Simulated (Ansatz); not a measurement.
Consider the hydrogenolysis of the Si–Br bond: `F[Si](F)(Br)Br` + H₂ → `F[SiH](F)Br` + HBr.

Isolated molecules relaxed with PBE0-D4/def2-TZVP in Ansatz; ΔE leaves out vibrations. CCSD(T)/CBS adds triple-zeta CCSD(T) − MP2 to the extrapolated MP2 energy (def2 sets, frozen cores). This one scheme is used for every species. DFT in def2-TZVPP. For Br outer-core shells are correlated without core-valence functions, which leaves a few kJ/mol of doubt a bond. Scalar relativity is left out up to krypton.

Is it downhill or uphill in electronic energy at CCSD(T)/CBS, and by how much? (Best estimate.)

The calculation gave: Uphill: ΔE = +66.4 kJ/mol.

What do these levels give: PBE-D4, revPBE-D4, BLYP-D4, BHLYP-D4, CCSD(T)/def2-SVP, HF/def2-TZVPP? (An estimate is asked.)

Ansatz gave: PBE-D4 68.1, revPBE-D4 72.7, BLYP-D4 65.5, BHLYP-D4 62.7, CCSD(T)/def2-SVP 44.7, HF/def2-TZVPP 43.2 kJ/mol.

Largest T1 diagnostic among the species: 0.010.

The D4 term adds +11.8 kJ/mol with B3LYP and +6.1 kJ/mol with PBE0; it sums over pairs of atoms, weighted by their polarisabilities, and B3LYP, whose exchange is more repulsive, gets the larger term. In def2-TZVPP, CCSD(T) changes the Hartree–Fock value by +16.0 kJ/mol (the triples alone add +4.5 kJ/mol) and MP2 by +26.7 kJ/mol. Leaving LDA and LC-ωPBE aside and taking each functional with its dispersion term where it has one, the values, not all of them listed here, spread over 14.9 kJ/mol, from CAM-B3LYP-D4 to revPBE-D4.

B3LYP here is the variant with VWN-RPA as its local correlation; programs differ in this.
